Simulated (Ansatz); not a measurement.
One change: `CC1BO1` becomes `SC1BO1`.

Ansatz, PBE0-D4/def2-TZVP geometries, multiplicity 1. Each molecule was computed in one conformer, which needn't be the lowest.

```tsv
property	`CC1BO1`
HOMO energy (B3LYP/def2-TZVPP) / eV	-7.62
LUMO energy (PBE0/def2-TZVPP) / eV	-0.38
HOMO energy (ωB97M-V/def2-TZVPP) / eV	-10.12
HOMO–LUMO gap (PBE0/def2-TZVPP) / eV	7.43
size of the dipole moment (B3LYP/def2-TZVPP) / D	1.47
HOMO–LUMO gap (ωB97M-V/def2-TZVPP) / eV	11.61
```

Task: What does the change do to each property? (Estimate.)

Result: Ansatz gave: 
| property | `SC1BO1` | shift |
| --- | --- | --- |
| HOMO energy (B3LYP/def2-TZVPP) / eV | -7.06 | 0.56 |
| LUMO energy (PBE0/def2-TZVPP) / eV | -0.81 | -0.43 |
| HOMO energy (ωB97M-V/def2-TZVPP) / eV | -9.47 | 0.65 |
| HOMO–LUMO gap (PBE0/def2-TZVPP) / eV | 6.48 | -0.95 |
| size of the dipole moment (B3LYP/def2-TZVPP) / D | 1.69 | 0.22 |
| HOMO–LUMO gap (ωB97M-V/def2-TZVPP) / eV | 10.58 | -1.03 |

With PBE0 the HOMO rises by 0.54 eV and the LUMO falls by 0.43 eV, so the gap narrows by about 0.97 eV. PBE moves the HOMO by 0.41 eV and ωB97M-V by 0.65 eV. The zero-point energy changes by -74.7 kJ/mol with -6 modes. Dipoles are sizes alone; their direction can turn.

B3LYP here is the variant with VWN-RPA as its local correlation; programs differ in this.
